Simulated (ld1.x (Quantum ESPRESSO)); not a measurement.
**What the settings do to the PAW potential of rhodium**

Base potential:

ld1.x (Quantum ESPRESSO) 7.5 input, shortened:

```
&input
   title='Rh', zed=45., rel=2, dft='PBE', iswitch=3,
   config='[Kr] 4d8 5s0 5p0', rel_dist='average'
 /
 &inputp
   pseudotype=3, lpaw=.true., tm=.true., lloc=-1, rcloc=1.90,
   nlcc=.true., new_core_ps=.true., rcore=1.00,
   which_augfun='PSQ', rmatch_augfun_nc=.true.
 /
6
5S  1  0   0.00   0.00  2.05  2.45  0.0
5S  1  0   0.00   1.55  2.05  2.45  0.0
5P  2  1   0.00   0.00  2.30  3.10  0.0
5P  2  1   0.00   2.10  2.30  3.10  0.0
4D  3  2   8.00   0.00  1.85  2.15  0.0
4D  3  2   0.00  -0.50  1.85  2.15  0.0
 &test
   configts(1)='4d8 5s0 5p0'
 /
```

Open shells are filled in proportion to 2j + 1 (rel_dist='average').

All-electron outer shells of the reference configuration (PBE, scalar-relativistic, ld1.x):

```tsv
shell	level (eV)	outermost node (bohr)	outermost maximum (bohr)
4p	-58.15	0.47	0.94
4d	-13.58	0.46	1.14
5s	-10.78	1.19	2.51
5p	-6.19	1.34	3.22
```

Cutoffs, loose and tight: the cutoffs (Ry, on a coarse ladder) from which the occupation-weighted sum of valence levels, in a spherical-Bessel basis at the reference potential, stays within 10 and 1 mRy of its value at 400 Ry. They do not see the model core or the augmentation charge, which bear on the density cutoff. Test errors are all-electron minus pseudo excitation energies from the reference, over the configurations 4d8 5s1 5p0; 4d7 5s0 5p0; 4d6 5s0 5p0; 4d8 5s0 5p1; 4d9 5s0 5p0; 4d8.5 5s0.5 5p0; 4d7 5s1 5p0. A dash means not determined; rows that change the core or the reference have their own tests. The largest error is taken over the tests solved by every variant that gives reliable tests at all: 4d7 5s0 5p0; 4d8 5s0 5p1; 4d8 5s1 5p0.

Cutoffs are not given where the Bessel-basis levels miss the radial ones by over 6 mRy, ghosts where they miss by over 20 mRy; a channel whose overlap is not positive is not tested.

```tsv
change	outcome	bound ghosts	largest test error (meV)
base	generated	not determined	-69
augmentation BESSEL, radius 2.05 bohr	generated	not determined	-66
core correction Bessel-smoothed model core inside 2.14 bohr	generated	not determined	-69
all radii but the core radius scaled by about 1.10 (s 2.70, p 3.42, d 2.36 bohr, rcut 2.26/2.54/2.04); local potential all-electron potential smoothed inside 2.10 bohr (lloc = -1)	generated	not determined	-72
wave 5s channel at 1.55 Ry: rcut 2.05, rcutus 2.45 bohr becomes 5s channel at 0.7 Ry: rcut 2.05, rcutus 2.45 bohr	generated	not determined	-69
local potential all-electron potential smoothed inside 2.90 bohr (lloc = -1)	generated	not determined	-71
waves 5p (bound): rcut 2.30, rcutus 4.76 bohr; 5p channel at 2.1 Ry: rcut 2.30, rcutus 4.76 bohr	generated	not determined	-69
local potential all-electron potential smoothed inside 2.70 bohr (lloc = -2)	generated	not determined	-72
waves 5s (bound): rcut 2.05, rcutus 2.38 bohr; 5s channel at 1.55 Ry: rcut 2.05, rcutus 2.38 bohr	generated	not determined	-69
waves 4d (bound): rcut 1.85, rcutus 2.18 bohr; 4d channel at -0.5 Ry: rcut 1.85, rcutus 2.18 bohr	generated	not determined	-69
```

(1) What comes out with this change to the base: waves 4d (bound): rcut 1.85, rcutus 2.62 bohr; 4d channel at -0.5 Ry: rcut 1.85, rcutus 2.62 bohr?

(2) What comes out with this change to the base: reference 4d7 5s0 5p0?

Answers

(1) outcome: generated; bound ghosts: not determined; largest test error (meV): -92.

(2) outcome: generated; bound ghosts: not determined; largest test error (meV): -142.
